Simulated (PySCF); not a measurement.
C3H8Si2, SMILES C=C1C[SiH2][SiH2]1.

The structure is a stationary point at PBE-D3(BJ)/def2-SVP. The structure was generated by enumeration, and PubChem lists no compound with its InChIKey, so it may never have been made.

All values below come from PBE-D3(BJ)/def2-SVP (PySCF).

Frequencies are harmonic and unscaled.

Computed vibrational spectrum:
| mode | ν (cm⁻¹) | IR (km/mol) | moving atoms (share of kinetic energy) |
|---|---|---|---|
| 1 | 89 | 0.6 | C 46 %, H 33 %, Si 21 % |
| 2 | 243 | 0.2 | C 47 %, H 46 % |
| 3 | 306 | 1.4 | H 43 %, Si 33 %, C 24 % |
| 4 | 342 | 10.0 | H 71 %, C 24 % |
| 5 | 404 | 2.4 | Si 59 %, H 34 % |
| 6 | 423 | 5.0 | H 40 %, Si 35 %, C 25 % |
| 7 | 484 | 1.7 | H 60 %, Si 23 %, C 17 % |
| 8 | 570 | 8.3 | H 70 %, C 17 %, Si 13 % |
| 9 | 597 | 1.5 | H 75 %, C 14 %, Si 11 % |
| 10 | 609 | 12.5 | H 43 %, C 36 %, Si 21 % |
| 11 | 628 | 53.1 | H 74 %, C 16 %, Si 9 % |
| 12 | 661 | 35.9 | H 81 %, Si 10 %, C 9 % |
| 13 | 684 | 52.1 | H 58 %, C 31 %, Si 11 % |
| 14 | 742 | 71.1 | H 76 %, Si 14 %, C 10 % |
| 15 | 801 | 32.0 | H 68 %, C 28 % |
| 16 | 886 | 75.6 | H 78 %, C 20 % |
| 17 | 890 | 49.5 | H 73 %, C 27 % |
| 18 | 897 | 77.3 | H 94 % |
| 19 | 904 | 22.8 | H 65 %, C 33 % |
| 20 | 1033 | 3.7 | H 80 %, C 19 % |
| 21 | 1069 | 5.1 | H 68 %, C 32 % |
| 22 | 1134 | 1.9 | C 59 %, H 40 % |
| 23 | 1348 | 7.5 | H 92 %, C 8 % |
| 24 | 1372 | 3.2 | H 86 %, C 14 % |
| 25 | 1641 | 1.0 | C 91 %, H 8 % |
| 26 | 2136 | 95.7 | H 97 % |
| 27 | 2146 | 118.4 | H 98 % |
| 28 | 2161 | 44.7 | H 96 % |
| 29 | 2168 | 139.9 | H 96 % |
| 30 | 2958 | 6.9 | H 94 % |
| 31 | 3037 | 6.8 | H 91 %, C 9 % |
| 32 | 3045 | 14.0 | H 94 % |
| 33 | 3145 | 5.3 | H 90 %, C 10 % |
